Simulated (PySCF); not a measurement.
IIn, charge -1, multiplicity 2. Atoms are numbered in the order given.

```xyz
2

In     0.0000     0.0000    -1.5937
I      0.0000     0.0000     1.4735
```
Charge -1, spin multiplicity 2.

Geometry: B3LYP-D3(BJ)/def2-TZVPD. The spin state was assumed, not searched. The def2 effective core potentials stand for the cores of I, In; spin–orbit coupling is left out.

All values below come from PySCF with IEF-PCM-M06-2X/def2-SVPD.

The values are the electrostatic part of the solvation free energy, E(continuum) − E(gas) at the gas-phase geometry, in a cavity of scaled van der Waals radii (PySCF's table); cavitation and dispersion terms are not included. A continuum can't describe solvent molecules that bind to the metal.

```
solvent            ε  ΔG(elec) (kcal/mol)
-------------  -----  -------------------
water          78.36                -48.6
acetone        20.49                -46.6
cyclohexanone  15.62                -45.8
```
